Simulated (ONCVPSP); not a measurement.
**What one change does to a pseudopotential (Rh, ONCV)**

Rh, optimised norm-conserving Vanderbilt (ONCV), made with ONCVPSP 4.0.1 (LDA (Perdew-Zunger), scalar-relativistic). Core [Ar] 3d10, reference 4s2 4p6 4d8 5s0.5 (charge +0.5). Waves: 4s+5s: rc 1.90 bohr, ncon 4, nbas 7, qcut 8 1/bohr, 2 projectors; 4p: rc 1.05 bohr, ncon 4, nbas 8, qcut 6.7 1/bohr, 2 projectors, debl 2.7 Ha; 4d: rc 1.95 bohr, ncon 4, nbas 8, qcut 6.6 1/bohr, 3 projectors, debl 2.8 Ha. Local part: polynomial inside 0.85 bohr (lpopt 4, dvloc0 0 Ha). Core correction: none.

Change: d: qcut 6.4.

Cutoffs: the cutoffs (Ha) at which the residual kinetic energy of the hardest occupied pseudo-wave falls to 1 and 0.1 mHa per electron; they do not see the model core or the augmentation charge, which bear on the density cutoff. Errors are all-electron minus pseudo energies relative to the spin-unpolarised reference configuration.

Problem. What does the change do?

Solution. The potential gets neither clearly harder nor softer (154 Ha and 187 Ha → 154 Ha and 187 Ha); of the 4 tests that both files solve, the error grows in 1 and shrinks in 0 by more than 15 % and 0.3 meV (median size 1.3 → 1.5 meV); neither file shows a bound ghost.

```tsv
quantity	base	changed
cutoff, loose	154 Ha	154 Ha
cutoff, tight	187 Ha	187 Ha
loose cutoff by channel	s 17 Ha, p 154 Ha, d 19 Ha	s 17 Ha, p 154 Ha, d 18 Ha
bound ghosts	none	none
GHOST(+) flags under 300 eV	s at 116.1 eV	s at 116.1 eV
error for 4s2 4p6 4d8 5s1, meV [ΔE -3.08 eV]	+0.7	+0.8
error for 4s2 4p6 4d8 5s0, meV [ΔE 4.71 eV]	-0.7	-0.7
error for 4s2 4p6 4d7 5s0, meV [ΔE 24.48 eV]	+1.8	+2.3
error for 4s2 4p6 4d7 5s2, meV [ΔE -0.70 eV]	+12	+13
s: phases at 1.93 bohr within 0.05 rad from the reference energy up to (Ha; the scan ends near 5)	3.8	3.8
p: phases at 1.07 bohr within 0.05 rad from the reference energy up to (Ha; the scan ends near 5)	to the end of the scan	to the end of the scan
d: phases at 1.98 bohr within 0.05 rad from the reference energy up to (Ha; the scan ends near 5)	to the end of the scan	to the end of the scan
```
